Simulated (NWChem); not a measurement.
Molecule: C2H3FN2Si; SMILES F[SiH]1N=CC=N1

```xyz
9

F     -0.5774     1.9738     0.0000
Si     0.4079     0.7086     0.0000
N      0.0579    -0.3999     1.3528
C     -0.2369    -1.4979     0.7681
C     -0.2369    -1.4979    -0.7681
N      0.0579    -0.3999    -1.3528
H      1.8051     1.1849     0.0000
H     -0.4769    -2.4120     1.3224
H     -0.4769    -2.4120    -1.3224
```
Atoms are numbered in this order, from 1.

Level: B3LYP/6-31G* (spherical d) (NWChem), optimised geometry, unscaled harmonic frequencies. 

**Question.** List the harmonic frequencies with IR intensities, and the thermochemistry.

**Answer.** 
| frequency (cm⁻¹) | IR intensity (km/mol) |
|---|---|
| 158 | 1.1 |
| 241 | 2.5 |
| 417 | 27.7 |
| 471 | 1.4 |
| 540 | 56.9 |
| 658 | 20.5 |
| 735 | 19.7 |
| 751 | 17.8 |
| 830 | 70.7 |
| 859 | 4.0 |
| 889 | 2.6 |
| 924 | 130.9 |
| 980 | 275.6 |
| 1014 | 0.1 |
| 1338 | 0.4 |
| 1353 | 8.0 |
| 1627 | 83.4 |
| 1685 | 9.7 |
| 2324 | 119.5 |
| 3103 | 25.8 |
| 3119 | 70.8 |

```
Quantity                                                                            Value
-----------------------------------------------------------------------  ----------------
zero-point energy                                                           34.3 kcal/mol
thermal correction to the enthalpy at 298.15 K (with zero-point energy)     38.3 kcal/mol
heat capacity Cv                                                         19.2 cal/(mol K)
entropy at 298.15 K and 1 atm (symmetry number 1)                        74.6 cal/(mol K)
dipole moment                                                                      2.31 D
```

Rigid rotor and harmonic oscillator.
